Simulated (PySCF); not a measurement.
Job file and geometry (Å, from GFN2-xTB) of an NMR shielding run on `C[Si](C)(C)C`, C₄H₁₂Si, GIAO KT2/3-21G NMR shielding, non-relativistic, gas phase (PySCF 2.14.0, density-fitted response routines); density fitting, a coarse starting grid and PySCF grid level 2 are the driver's defaults:

```
$ OMP_NUM_THREADS=1 python probes_run.py task.json out

{"job": {"kind": "nmr", "xc": "KT2", "basis": "3-21G", "pop": false}, "charge": 0, "multiplicity": 1}
C     -0.406572    -1.213421    -1.419378
Si    -0.001168    -0.000673    -0.001754
C      0.008130     1.785545    -0.675355
C     -1.319794    -0.154927     1.370252
C      1.716091    -0.415535     0.721562
H     -1.379676    -1.003559    -1.853159
H     -0.418731    -2.241638    -1.070248
H      0.327027    -1.147965    -2.217335
H      0.242457     2.501867     0.106393
H     -0.958122     2.057909    -1.089187
H      0.746490     1.907664    -1.462097
H     -2.312057     0.075313     0.994143
H     -1.350945    -1.160472     1.779082
H     -1.116988     0.525824     2.191677
H      1.746276    -1.426357     1.117085
H      2.493128    -0.336762    -0.032799
H      1.977455     0.259220     1.531210
```

**Question.** Write the output of this run.

**Answer.** 
```
coarse grid: 13408 points
cycle   1  E = -451.9691923909  dE = -2.940e-01  |g| = 6.390e-01  |ddm| = 3.422e+00
cycle   2  E = -451.8897932202  dE =  7.940e-02  |g| = 8.255e-01  |ddm| = 1.537e+00
cycle   3  E = -452.0789407658  dE = -1.891e-01  |g| = 8.831e-03  |ddm| = 8.772e-01
cycle   4  E = -452.0789682031  dE = -2.744e-05  |g| = 1.276e-03  |ddm| = 1.734e-02
cycle   5  E = -452.0789685578  dE = -3.547e-07  |g| = 4.231e-04  |ddm| = 1.949e-03
final grid: 121224 points
cycle   6  E = -452.0438827857  dE = -8.544e-05  |g| = 3.758e-03  |ddm| = 2.503e-02
cycle   7  E = -452.0438799028  dE =  2.883e-06  |g| = 5.015e-03  |ddm| = 8.816e-03
cycle   8  E = -452.0438865572  dE = -6.654e-06  |g| = 1.151e-04  |ddm| = 4.948e-03
cycle   9  E = -452.0438865603  dE = -3.164e-09  |g| = 6.098e-05  |ddm| = 2.468e-04
cycle  10  E = -452.0438865615  dE = -1.200e-09  |g| = 1.319e-05  |ddm| = 8.989e-05
cycle  11  E = -452.0438865616  dE = -4.297e-11  |g| = 3.305e-06  |ddm| = 2.020e-05
converged SCF energy = -452.0438865616

GIAO shielding tensors (ppm)
atom      isotropic    diamagn.    paramagn.     s11        s22        s33       span
  0 C      207.774     254.265     -46.491    205.801    205.874    211.646      5.846
  1 Si     491.125     876.330    -385.205    490.933    491.096    491.348      0.415
  2 C      207.744     254.268     -46.524    205.750    205.838    211.644      5.894
  3 C      207.746     254.246     -46.500    205.775    205.813    211.650      5.875
  4 C      207.745     254.255     -46.510    205.739    205.845    211.652      5.912
  5 H       33.210      31.762       1.448     28.762     30.521     40.347     11.585
  6 H       33.207      31.758       1.449     28.757     30.513     40.350     11.592
  7 H       33.211      31.765       1.446     28.766     30.525     40.344     11.578
  8 H       33.213      31.774       1.439     28.766     30.526     40.347     11.582
  9 H       33.211      31.771       1.440     28.769     30.517     40.347     11.577
 10 H       33.213      31.773       1.441     28.768     30.523     40.349     11.581
 11 H       33.214      31.768       1.446     28.767     30.517     40.357     11.589
 12 H       33.209      31.765       1.445     28.764     30.513     40.350     11.586
 13 H       33.210      31.771       1.439     28.767     30.527     40.337     11.569
 14 H       33.211      31.771       1.440     28.770     30.514     40.349     11.578
 15 H       33.213      31.770       1.442     28.765     30.519     40.354     11.588
 16 H       33.215      31.777       1.438     28.769     30.529     40.346     11.576
```

Size and cost of the density-fitted run: 73 basis functions, 5.8 s wall time on 1 thread of an Intel Xeon, shared host; peak memory 0.46 GiB.
